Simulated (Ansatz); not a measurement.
Reaction (ligand exchange at the Si–N bond): `N[SiH](O)O` + `N[SiH2]F` → `O[SiH](O)N[SiH2]F` + NH₃

Gas-phase electronic energies from Ansatz, PBE0-D4/def2-TZVP geometries. CBS: MP2 limit from def2 TZ/QZ plus the TZ coupled-cluster correction, frozen cores. This one scheme is used for every species. Each species was taken in one conformer, which may not be the lowest.

`N[SiH](O)O`:

Cartesian coordinates in Å:
```
N 0.023 -0.414 1.187
Si 0.040 0.509 -0.257
O -1.423 0.313 -0.971
O 1.339 0.017 -1.128
H 0.875 -0.533 1.713
H -0.771 -0.359 1.805
H 0.202 1.971 -0.150
H -1.774 -0.578 -1.009
H 1.490 -0.927 -1.190
```

`N[SiH2]F`:

Cartesian coordinates in Å:
```
N 0.959 0.380 0.182
Si -0.608 -0.148 -0.192
F -1.091 -1.441 0.626
H 1.160 0.901 1.019
H 1.777 -0.084 -0.176
H -0.640 -0.538 -1.619
H -1.558 0.930 0.160
```

`O[SiH](O)N[SiH2]F`:

```xyz
12

O    -0.670    1.124   -2.169
Si   -0.589   -0.164   -1.163
O    -1.833   -0.339   -0.115
N     0.838   -0.049   -0.194
Si    0.946   -0.421    1.468
F     0.001    0.575    2.309
H    -0.606    2.003   -1.793
H    -0.640   -1.332   -2.054
H    -1.892    0.248    0.642
H     1.661    0.343   -0.628
H     0.443   -1.775    1.778
H     2.341   -0.213    1.918
```

NH₃:

Cartesian coordinates in Å:
```
N 0.151 0.231 -0.055
H 0.121 0.030 0.937
H -0.807 0.325 -0.369
H 0.535 -0.586 -0.513
```

```
            species  CCSD(T)/CBS(def2) energy (Eh)
       `N[SiH](O)O`                     -497.28304
         `N[SiH2]F`                     -446.07709
`O[SiH](O)N[SiH2]F`                     -886.85491
                NH₃                      -56.50880
```

Problem. Work out ΔE.

Solution. ΔE = (-886.85491) + (-56.50880) − (-497.28304) − (-446.07709) = -0.00358 Eh = -9.4 kJ/mol.

Largest T1 diagnostic among the species: 0.012.

In def2-TZVPP, CCSD(T) changes the Hartree–Fock value by −8.1 kJ/mol (the triples alone add −1.6 kJ/mol) and MP2 by −7.5 kJ/mol. The D4 term adds −8.4 kJ/mol with B3LYP and −4.9 kJ/mol with PBE0; it sums over pairs of atoms, weighted by their polarisabilities, and B3LYP, whose exchange is more repulsive, gets the larger term.

B3LYP here is the variant with VWN-RPA as its local correlation; programs differ in this.
